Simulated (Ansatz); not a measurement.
Reactions of BH6NOSi (`BO[SiH2]N`).

Isolated molecules relaxed with PBE0-D4/def2-TZVP in Ansatz; ΔE leaves out vibrations. CCSD(T)/CBS adds triple-zeta CCSD(T) − MP2 to the extrapolated MP2 energy (def2 sets, frozen cores). This one scheme is used for every species. No spin–orbit coupling; open shells (•) take unrestricted orbitals. For Br, Ge outer-core shells are correlated without core-valence functions, which leaves a few kJ/mol of doubt a bond. Scalar relativity is left out up to krypton. Each species was taken in one conformer, which may not be the lowest.

(1) Order these by ΔE at CCSD(T)/CBS, lowest first. (An estimate is asked.)
A. `BO[SiH2]N` + `[NH2][GeH3]` → `N[SiH2][GeH2][NH2]` + `BO`
B. `BO[SiH2]N` → `[BH2]`• + `N[SiH2][O]`•
C. `BO[SiH2]N` + HBr → `BO[SiH2]Br` + NH₃
D. `BO[SiH2]N` + H₂ → `BO[SiH3]` + NH₃
E. `BO[SiH2]N` + `[SiH3]S` → `BO[SiH2]S[SiH3]` + NH₃
F. `BO[SiH2]N` + `[SiH3]S` → `N[SiH2]S[SiH3]` + `BO`

Largest T1 diagnostic: 0.018, for `N[SiH2][O]`•.

Answers

(1) C (-8.2 kcal/mol), E (-1.8 kcal/mol), F (+7.3 kcal/mol), D (+11.6 kcal/mol), A (+23.4 kcal/mol), B (+158.3 kcal/mol).
